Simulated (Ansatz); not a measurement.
`C[NH][AlH][Cl]` + `C[O][SnH2][SeH]` → `C[O][SnH]([CH3])[SeH]` + `[NH2][AlH][Cl]`  (formal exchange of groups at a C–N bond)

Gas-phase electronic energies from Ansatz, PBE0-D4/def2-TZVP geometries. CCSD(T)/CBS is the MP2 limit (def2-TZVPP, def2-QZVPP) plus CCSD(T) − MP2 in def2-TZVPP, frozen cores. def2 core potentials past Kr. For Se, Sn outer-core shells are correlated without core-valence functions, which leaves a few kJ/mol of doubt a bond. Scalar relativity is left out up to krypton. Each species was taken in one conformer, which may not be the lowest.

`C[NH][AlH][Cl]`:

Z-matrix (Å, degrees):
```
C
N 1 1.449
H 1 1.096 2 112.1
H 1 1.096 2 112.1 3 121.4
H 1 1.092 2 109.8 3 -119.3
Al 2 1.758 1 129.6 3 119.3
H 2 1.010 1 112.1 3 -60.7
Cl 6 2.100 2 117.6 1 0.0
H 6 1.571 2 121.4 1 -180.0
```

`C[O][SnH2][SeH]`:

Cartesian coordinates in Å:
```
C 1.392 0.040 0.885
O 0.574 1.077 0.407
Sn -1.159 0.651 -0.410
Se -0.787 -0.988 -2.297
H 0.924 -0.516 1.711
H 1.658 -0.679 0.098
H 2.318 0.482 1.264
H -1.689 2.143 -1.019
H -2.138 -0.084 0.780
H -1.093 -2.126 -1.420
```

`C[O][SnH]([CH3])[SeH]`:

Cartesian coordinates in Å:
```
C -1.299 -1.076 -1.554
O -0.996 -0.826 -0.207
Sn 0.652 0.134 0.274
C 0.443 0.434 2.363
Se 0.672 2.345 -0.966
H -2.275 -1.568 -1.601
H -1.358 -0.153 -2.147
H -0.566 -1.742 -2.032
H 1.976 -0.800 -0.276
H 1.334 0.915 2.765
H 0.293 -0.530 2.847
H -0.425 1.067 2.543
H 1.548 1.799 -2.010
```

`[NH2][AlH][Cl]`:

Cartesian coordinates in Å:
```
N 0.809 -0.372 0.434
Al -0.656 0.145 -0.384
Cl -1.153 2.182 -0.287
H 1.143 -1.322 0.453
H 1.430 0.233 0.945
H -1.572 -0.866 -1.162
```

```
             level  ΔE (kJ/mol)
CCSD(T)/def2-TZVPP        -79.9
    MP2/def2-QZVPP        -90.5
SCS-MP2/def2-QZVPP        -84.1
    CCSD/CBS(def2)        -83.9
```

(1) What does CCSD(T)/CBS give? (An estimate is asked.)

Largest T1 diagnostic among the species: 0.012.

Results:

(1) Ansatz gave: -85.0 kJ/mol. The listed levels differ from it by 5.1, -5.5, 0.9, 1.1 kJ/mol.

In def2-TZVPP, CCSD(T) changes the Hartree–Fock value by −10.1 kJ/mol (the triples alone add −1.1 kJ/mol) and MP2 by −17.7 kJ/mol.
